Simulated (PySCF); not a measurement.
silicon monosulfide (SSi), SMILES [Si]=S (connectivity only; charge and spin as stated), neutral, multiplicity 1. Geometry optimised at PBE-D3(BJ)/def2-TZVPD.

All values below come from PBE-D3(BJ)/def2-TZVPD (PySCF).

Harmonic wavenumbers (cm⁻¹): 724. Rotational constants (GHz): 8.864 (linear); symmetry number 1.

### Question
Work out the zero-point energy and the ideal-gas rigid-rotor harmonic-oscillator thermochemistry at 298.15 K and 1 atm.

### Answer
ZPE = ½ Σ hcν = ½ × 724 cm⁻¹ = 1.03 kcal/mol. H − E(el) = 3.17 kcal/mol. Entropy in cal/(mol K): translation 38.20, rotation 15.01, vibration 0.28, total 53.49. G − E(el) = -12.77 kcal/mol. Cp = 7.74 cal/(mol K).
